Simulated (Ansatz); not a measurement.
Two isomers of C2H4ClFSi: A = `F[Si@H]1C[C@@H]1Cl`, B = `F[C@H]1[SiH2][C@@H]1Cl`.

Computed with Ansatz on PBE0-D4/def2-TZVP structures; ΔE is electronic, products minus reactants. CCSD(T)/CBS is the MP2 limit (def2-TZVPP, def2-QZVPP) plus CCSD(T) − MP2 in def2-TZVPP, frozen cores. DFT in def2-TZVPP. B3LYP here is the variant with VWN-RPA as its local correlation; programs differ in this.

Which is lower in electronic energy at CCSD(T)/CBS, and by how much? (Best estimate.)

The calculation gave: A, by 231.4 kJ/mol.

Give E(B) − E(A) in kJ/mol with HF/def2-TZVPP, B2PLYP, B3LYP-D4, B3LYP, r2SCAN-D4, ωB97M-V, MP2/def2-TZVPP. (Best estimate.)

The calculation gave: HF/def2-TZVPP 234.7, B2PLYP 227.4, B3LYP-D4 219.7, B3LYP 219.4, r2SCAN-D4 222.4, ωB97M-V 224.3, MP2/def2-TZVPP 239.1. None reverses the order clearly.

Largest T1 diagnostic: 0.012.

From PBE to PBE0 (25 % exact exchange), in def2-TZVPP and without D4, E(B) − E(A) moves by +9.5 kJ/mol.
